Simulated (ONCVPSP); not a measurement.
promethium (Pm): ONCV pseudisation with PBE, scalar-relativistic reference atom.

* Element: Pm (Z = 61)
* Generator: ONCVPSP 4.0.1
* Type: optimised norm-conserving Vanderbilt (ONCV)
* Functional: PBE
* Relativity: scalar-relativistic
* Frozen core: [Kr] 4d10
* Valence charge: 15
* Reference configuration: 4f5 5s2 5p6 6s2
* Partial waves: 5s+6s: rc 2.65 bohr, ncon 3, nbas 6, qcut 3.4 1/bohr, 2 projectors; 5p: rc 2.35 bohr, ncon 4, nbas 8, qcut 5.6 1/bohr, 2 projectors, debl 1.3 Ha; d scattering state at 0.24 Ha: rc 2.65 bohr, ncon 4, nbas 8, qcut 3.3 1/bohr, 3 projectors, debl 3.6 Ha; 4f: rc 1.10 bohr, ncon 4, nbas 9, qcut 13.9 1/bohr, 2 projectors, debl 2.2 Ha
* Local potential: polynomial inside 0.70 bohr (lpopt 3, dvloc0 6 Ha)
* Core correction: none

In the d channel the program set the typed energies aside and used 0.050, 3.650, 7.250 Ha.

Poles of the logarithmic derivatives, all-electron (AE) and pseudo (PS). Narrow ghost or core levels that the grid stepped over were put in at their known energies. s: poles at -1.5, 2.0 (AE) and -1.5, 1.8, 3.6 (PS) Ha. p: poles at -0.4, 4.2 (AE) and -2.9, -0.4, 4.1 (PS) Ha. d: poles at 0.6, 4.1 (AE) and 0.6, 4.1 (PS) Ha. f: poles at 1.6 (AE) and 1.6 (PS) Ha. Test radii: s 2.69, p 2.38, d 2.69, f 1.11 bohr.

- Cutoffs needed: 89 Ha and 238 Ha (the cutoffs (Ha) at which the residual kinetic energy of the hardest occupied pseudo-wave falls to 1 and 0.1 mHa per electron)
- Ghost test: ghosts flagged at negative energy: s at -253.1 eV, p at -78.1 eV; GHOST(+) flagged for d at 277.3 eV; a true bound ghost makes a file unfit for plane-wave use
- Configuration tests: tests left out (the all-electron energies of this program are off by 10 to 40 meV for near-neutral 4f atoms)
